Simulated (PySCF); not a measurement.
[TiBr3]+ (singlet). Computed with PBE0/[Ti def2-SVP, Br def2-SVP], no relativity, density fitting, PySCF.

Harmonic bands of its minimum:

```
ω (cm⁻¹)  IR (km/mol, summed over degenerate members)  degeneracy
      88                                          0.2           2
      89                                          7.6           1
     325                                         10.9           1
     442                                          196           2
```

Problem. The central atom is Ti. Infer the point group and assign the bands.

Solution. C3v. The modes span 2e + 2a1: 88 e, 89 a1, 325 a1, 442 e. The computed geometry has Ti–Br 2.248 Å (×3); Br–Ti–Br 110.1° (×3).

This need not be the most stable arrangement of these atoms.
